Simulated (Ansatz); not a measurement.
A nudged elastic band was laid between two geometries of AlClF2H2S (7 atoms, charge 0, multiplicity 1).

Method: Ansatz 0.2.0, RHF/def2-SVP.

```json
{
  "movable images": "5",
  "climbing image": "yes",
  "spring": "5.0 eV/Å²",
  "optimiser": "quadratic models (default)",
  "start path": "through a guess of the saddle point",
  "force threshold": "0.05 eV/Å",
  "iteration limit": "60",
  "end points": "relaxed"
}
```

First end point:

```xyz
7
Properties=species:S:1:pos:R:3
Al 0.055 -0.038 0.158
Cl -0.115 0.759 2.097
F 1.447 0.255 -0.673
F -1.330 -0.207 -0.727
S 0.314 -2.523 0.633
H -0.931 -2.862 0.283
H 0.080 -2.508 1.949
```

Last end point:

```xyz
7
Properties=species:S:1:pos:R:3
Al 0.083 -0.598 -0.227
Cl -0.099 0.053 2.364
F 1.434 0.297 -0.499
F -1.384 0.025 -0.635
S 0.297 -2.761 0.012
H -1.011 -3.023 -0.081
H 0.201 -1.116 2.787
```

**Question.** Which bonds break or form, and what moves?

**Answer.** Bonds broken: Al1–Cl2, S5–H7. Bonds formed: Cl2–H7.

**Question.** Give the energies along the band, and the barrier.

**Answer.** The forces met the threshold. The highest image is number 3 of 0 to 6, 1.47 eV above the first end and 0.49 eV above the last; the last end lies 0.99 eV above the first. A vibrational analysis at the climbing image gives one clearly imaginary mode, 1181i cm⁻¹: a first-order saddle point. The orbitals stay closed-shell, which can raise the energy where a bond breaks towards radicals; this wasn't checked here.

```json
{"image": "0", "path coordinate (Å)": "0.00", "energy (eV)": "0.00", "Al1–Cl2 (Å)": "2.10", "S5–H7 (Å)": "1.34", "Cl2–H7 (Å)": "3.28"}
{"image": "1", "path coordinate (Å)": "0.49", "energy (eV)": "0.09", "Al1–Cl2 (Å)": "2.12", "S5–H7 (Å)": "1.34", "Cl2–H7 (Å)": "2.68"}
{"image": "2", "path coordinate (Å)": "0.99", "energy (eV)": "0.55", "Al1–Cl2 (Å)": "2.18", "S5–H7 (Å)": "1.39", "Cl2–H7 (Å)": "2.07"}
{"image": "3", "path coordinate (Å)": "1.48", "energy (eV)": "1.47", "Al1–Cl2 (Å)": "2.34", "S5–H7 (Å)": "1.77", "Cl2–H7 (Å)": "1.50"}
{"image": "4", "path coordinate (Å)": "1.91", "energy (eV)": "1.17", "Al1–Cl2 (Å)": "2.53", "S5–H7 (Å)": "2.30", "Cl2–H7 (Å)": "1.30"}
{"image": "5", "path coordinate (Å)": "2.35", "energy (eV)": "1.02", "Al1–Cl2 (Å)": "2.63", "S5–H7 (Å)": "2.80", "Cl2–H7 (Å)": "1.28"}
{"image": "6", "path coordinate (Å)": "2.78", "energy (eV)": "0.99", "Al1–Cl2 (Å)": "2.68", "S5–H7 (Å)": "3.23", "Cl2–H7 (Å)": "1.28"}
```

**Question.** What is the geometry of the highest image?

**Answer.** 
```xyz
7
Properties=species:S:1:pos:R:3
Al 0.080 -0.389 -0.056
Cl -0.118 -0.017 2.250
F 1.453 0.343 -0.577
F -1.374 -0.081 -0.758
S 0.338 -2.592 0.562
H -0.946 -2.932 0.398
H 0.087 -1.456 1.902
```

**Question.** What are the harmonic wavenumbers there?

**Answer.** 1181i, 130, 162, 197, 229, 321, 363, 428, 471, 665, 823, 993, 1012, 1289, 2846 cm⁻¹.

Run time: 2.1 min on 1 thread of Arm Neoverse V1, on a shared host, peak memory 0.18 GiB.
